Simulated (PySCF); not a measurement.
ClGe, SMILES [Cl][Ge] (connectivity only; charge and spin as stated), charge +1, multiplicity 1.

Geometry optimised at PBE-D3(BJ)/def2-TZVP. The spin state was assumed, not searched.

Computed with PBE-D3(BJ)/def2-TZVP (PySCF 2.14.0).

Frequencies are harmonic and unscaled.

Computed vibrational spectrum:
```
mode  ν (cm⁻¹)  IR (km/mol)  moving atoms (share of kinetic energy)
----  --------  -----------  --------------------------------------
1          486         55.1                        Cl 67 %, Ge 33 %
```
